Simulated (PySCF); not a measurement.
Ligand exchange on a metal centre used in film growth or etching (Cd OH-NH2). All species are isolated molecules in the gas phase. One relaxed conformer stands for each flexible species; it need not be the lowest.

The LUMO from two functionals at the same geometries (r2SCAN-D4/def2-SVP), both in PySCF: PBE-D3(BJ)/def2-TZVP and TPSSh-D3(BJ)/def2-TZVP. 

| species | TPSSh-D3(BJ)/def2-TZVP (eV) |
|---|---|
| 0 of 2 OH replaced by NH2 | -1.81 |
| 1 of 2 OH replaced by NH2 ([Cd(OH)(NH2)]) | -1.37 |
| 2 of 2 OH replaced by NH2 ([Cd(NH2)2]) | -0.92 |

Problem. What does PBE-D3(BJ)/def2-TZVP give for each?

Solution. 
- 0 of 2 OH replaced by NH2: -2.34
- 1 of 2 OH replaced by NH2 ([Cd(OH)(NH2)]): -1.87
- 2 of 2 OH replaced by NH2 ([Cd(NH2)2]): -1.41
Over these rows, drawn at random from the members with no instability flagged (it was tested for open shells, ions and some series alone), PBE minus TPSSh-D3(BJ): mean -0.51 eV, from -0.53 eV to -0.49 eV.
